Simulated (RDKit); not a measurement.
A run for RDKit: UFF on HInO3 (SMILES [OH][In]1[O][O]1).

```python
from rdkit import Chem
from rdkit.Chem import AllChem, rdDetermineBonds

blocks = [
'''5

In    0.00000000    0.12775968    0.12893025
O     0.00000000    0.16604999   -1.84613318
H    -0.00000000   -0.73135754   -2.21483970
O     0.81023534    0.21882394    1.96602132
O    -0.81023534    0.21882394    1.96602131
''',
]
mol = None
for b in blocks:
    f = Chem.MolFromXYZBlock(b)
    rdDetermineBonds.DetermineBonds(f, charge=0)
    mol = f if mol is None else Chem.CombineMols(mol, f)
Chem.SanitizeMol(mol)
print(Chem.MolToSmiles(Chem.RemoveHs(mol)))
ff = AllChem.UFFGetMoleculeForceField(mol, vdwThresh=100.0, ignoreInterfragInteractions=False)
e = ff.CalcEnergy()
print(f'UFF energy {e:.6f} kcal/mol')
```

Program output:

```
[22:44:34] UFFTYPER: Unrecognized atom type: In2+3 (0)
[OH][In-2]1[O+]=[O+]1
UFF energy 139.359422 kcal/mol
```

The run finished.

Cost: very roughly 0.020 core-seconds.
